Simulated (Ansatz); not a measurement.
Basis-set extrapolation for `CC(N)([SiH3])S` (PBE0-D4/def2-TZVP geometry, frozen core, the Gaussian-basis code of Ansatz). Multiplicity 1, RHF reference.

```csv
,def2-TZVPP,def2-QZVPP
HF,-821.949911,-821.976777
MP2 correlation,-0.879206,-0.941776
CCSD(T) correlation,-0.979923,not run
```

Energies in hartree. Use E(X) = E(∞) + A·exp(−7.88·√X) for Hartree–Fock and E(X) = E(∞) + B·X^(−2.97) for correlation, with X = 3 and 4, and add CCSD(T) minus MP2 of the smaller set to the MP2 limit.

What is the CCSD(T) energy at the basis-set limit?

HF limit: -821.976777 + (-0.026866) × 0.13774 = -821.98048. MP2 limit: -0.941776 + (-0.062570) × 0.74074 = -0.98812. Higher-order term: -0.979923 − (-0.879206) = -0.10072. Total: -823.06932 hartree, 366.2 kJ/mol below CCSD(T)/def2-TZVPP.
